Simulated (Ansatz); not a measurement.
Computed with Ansatz on PBE0-D4/def2-TZVP structures; ΔE is electronic, products minus reactants. CBS: MP2 limit from def2 TZ/QZ plus the TZ coupled-cluster correction, frozen cores. This one scheme is used for every species. Functionals use def2-TZVPP. B3LYP here is the variant with VWN-RPA as its local correlation; programs differ in this. HSE06 is defined as in plane-wave codes. Each species was taken in one conformer, which may not be the lowest.

Reaction (ligand exchange at the Si–N bond): `C=N[SiH](F)F` + `O[SiH2]F` → `F[SiH2]O[SiH](F)F` + `C=N`

`C=N[SiH](F)F`:

Z-matrix (Å, degrees):
```
Si
N 1 1.711
F 1 1.582 2 107.9
F 1 1.591 2 112.8 3 -117.6
H 1 1.468 2 110.9 3 120.1
C 2 1.258 1 127.4 3 120.2
H 6 1.096 2 120.1 1 179.2
H 6 1.099 2 124.1 1 -0.9
```

`O[SiH2]F`:

Z-matrix (Å, degrees):
```
Si
F 1 1.596
O 1 1.630 2 111.0
H 1 1.482 2 106.0 3 121.4
H 1 1.474 2 108.2 3 -116.3
H 3 0.958 1 119.1 2 71.8
```

`F[SiH2]O[SiH](F)F`:

Z-matrix (Å, degrees):
```
Si
O 1 1.626
F 1 1.590 2 108.4
H 1 1.476 2 110.2 3 117.8
H 1 1.475 2 108.4 3 -117.1
Si 2 1.605 1 155.1 3 -80.7
F 6 1.581 2 109.8 1 -1.9
F 6 1.578 2 108.8 1 -118.9
H 6 1.463 2 111.7 1 120.1
```

`C=N`:

```xyz
5

C     0.224    0.014    0.319
N    -0.618   -0.545   -0.434
H     0.681    0.993    0.132
H     0.536   -0.498    1.231
H    -0.823    0.037   -1.248
```

| level | ΔE (kJ/mol) | difference from CCSD(T)/CBS |
| --- | --- | --- |
| LDA (SPW92) | -69.8 | 14.2 |
| revPBE-D4 | -70.7 | 13.3 |
| r2SCAN-D4 | -79.7 | 4.3 |
| B97M-V | -82.6 | 1.4 |
| PBE0-D4 | -76.8 | 7.2 |
| B3LYP-D4 | -81.5 | 2.5 |
| r2SCANh-D4 | -80.7 | 3.3 |
| r2SCAN0-D4 | -82.0 | 2.0 |
| HSE06-D4 | -76.6 | 7.4 |
| BHLYP-D4 | -87.8 | -3.8 |
| CAM-B3LYP-D4 | -83.4 | 0.6 |
| ωB97M-V | -79.7 | 4.3 |
| B2PLYP | -81.7 | 2.3 |
| PBE-QIDH | -80.4 | 3.6 |
| PBE | -70.8 | 13.2 |
| revPBE | -71.2 | 12.8 |
| BLYP | -76.6 | 7.4 |
| PBE0 | -75.8 | 8.2 |
| B3LYP | -80.1 | 3.9 |
| r2SCANh | -80.2 | 3.8 |
| r2SCAN0 | -81.5 | 2.5 |
| HSE06 | -75.6 | 8.4 |
| CAM-B3LYP | -82.1 | 1.9 |
| LC-ωPBE | -77.9 | 6.1 |
| RPA@PBE/def2-TZVPP | -85.0 | -1.0 |
| HF/def2-SVP | -87.9 | -3.9 |
| MP2/def2-SVP | -81.4 | 2.6 |
| CCSD/def2-SVP | -85.8 | -1.8 |
| CCSD(T)/def2-SVP | -84.0 | 0.0 |
| HF/def2-TZVPP | -92.6 | -8.6 |
| MP2/def2-TZVPP | -82.0 | 2.0 |
| SCS-MP2/def2-TZVPP | -84.9 | -0.9 |
| CCSD/def2-TZVPP | -87.1 | -3.1 |
| CCSD(T)/def2-TZVPP | -85.0 | -1.0 |
| HF/def2-QZVPP | -94.6 | -10.6 |
| MP2/def2-QZVPP | -82.1 | 1.9 |
| SCS-MP2/def2-QZVPP | -85.0 | -1.0 |
| HF/CBS(def2) | -94.9 | -10.9 |
| MP2/CBS(def2) | -81.0 | 3.0 |
| CCSD/CBS(def2) | -86.2 | -2.2 |
| CCSD(T)/CBS | -84.0 | 0 |

Largest T1 diagnostic among the species: 0.013.

From BLYP to BHLYP (50 % exact exchange), in def2-TZVPP and without D4, ΔE moves by −9.0 kJ/mol. Leaving LDA and LC-ωPBE aside and taking each functional with its dispersion term where it has one, the values spread over 17.1 kJ/mol, from BHLYP-D4 to revPBE-D4. In def2-TZVPP, CCSD(T) changes the Hartree–Fock value by +7.6 kJ/mol (the triples alone add +2.1 kJ/mol) and MP2 by +10.7 kJ/mol.
